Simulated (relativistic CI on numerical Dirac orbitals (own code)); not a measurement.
## Tm²⁺ (4f13) in a crystal field

Calculated by Dirac-Coulomb-Breit CI, KLI orbitals optimised for each configuration, model QED (radiative potential, 1s self-energy scaled to tabulated hydrogen-like ionisation energies), valence Slater integrals scaled by 0.8, one configuration in a parametric crystal field (own radial code).

Field parameters in Wybourne normalisation; cubic f-shell fields have B⁴₄ = √(5/14) B⁴₀ and B⁶₄ = −√(7/2) B⁶₀. The field is a parameter set, without covalency.

S and J are read from ⟨S²⟩ = S(S + 1) and ⟨J²⟩ = J(J + 1) of each level; they are not fictitious spins.

Oh, B40 = 680, B60 = 150 cm⁻¹, the lowest 5 levels:

```
E (cm⁻¹)  Degeneracy  Irrep     S     J
     0.0           2     Γ6  0.50  3.50
     167           4     Γ8  0.50  3.50
     296           2     Γ7  0.50  3.50
    8754           4     Γ8  0.50  2.50
    8946           2     Γ7  0.50  2.50
```

Principal g values of the ground doublet: 2.67, 2.67, 2.67.

Oh, B40 = 840, B60 = 110 cm⁻¹, the lowest 5 levels:

```csv
E (cm⁻¹),Degeneracy,Irrep,S,J
0.0,2,Γ6,0.50,3.50
175,4,Γ8,0.50,3.50
359,2,Γ7,0.50,3.50
8759,4,Γ8,0.50,2.50
8997,2,Γ7,0.50,2.50
```

Principal g values of the ground doublet: 2.67, 2.67, 2.67.

D4h, B20 = -250, B40 = 70, B44 = -880, B60 = 220, B64 = 520 cm⁻¹, the lowest 7 levels:

```tsv
E (cm⁻¹)	Degeneracy	Irrep	S	J
0.0	2	Γ6	0.50	3.50
98.6	2	Γ7	0.50	3.50
362	2	Γ7	0.50	3.50
363	2	Γ6	0.50	3.50
8679	2	Γ7	0.50	2.50
8922	2	Γ6	0.50	2.50
9008	2	Γ7	0.50	2.50
```

Principal g values of the ground doublet: 1.46, 1.46, 5.08.

Oh, B40 = 1650, B60 = 500 cm⁻¹, the lowest 5 levels:

```
E (cm⁻¹)  Degeneracy  Irrep     S     J
     0.0           2     Γ6  0.50  3.50
     453           4     Γ8  0.50  3.50
     732           2     Γ7  0.50  3.50
    8932           4     Γ8  0.50  2.50
    9389           2     Γ7  0.50  2.50
```

Principal g values of the ground doublet: 2.67, 2.67, 2.67.

D3d, B20 = 260, B40 = -670, B43 = -120, B60 = -100, B63 = 150, B66 = -480 cm⁻¹, the lowest 7 levels:

```csv
E (cm⁻¹),Degeneracy,Irrep,S,J
0.0,2,Γ4,0.50,3.50
37.9,2,Γ5+Γ6,0.50,3.50
127,2,Γ4,0.50,3.50
278,2,Γ4,0.50,3.50
8660,2,Γ5+Γ6,0.50,2.50
8770,2,Γ4,0.50,2.50
8885,2,Γ4,0.50,2.50
```

Principal g values of the ground doublet: 1.41, 1.41, 4.88.

The next free-ion level lies 8658 cm⁻¹ above the lowest; the field splits the ground level into components whose J stays near 7/2 as long as their spread is small against that gap.

Levels of this model without a field, named by their leading LS term (the scale mimics covalency, so terms lie below those of the real free ion): ²F°7/2 0, ²F°5/2 8658 cm⁻¹.
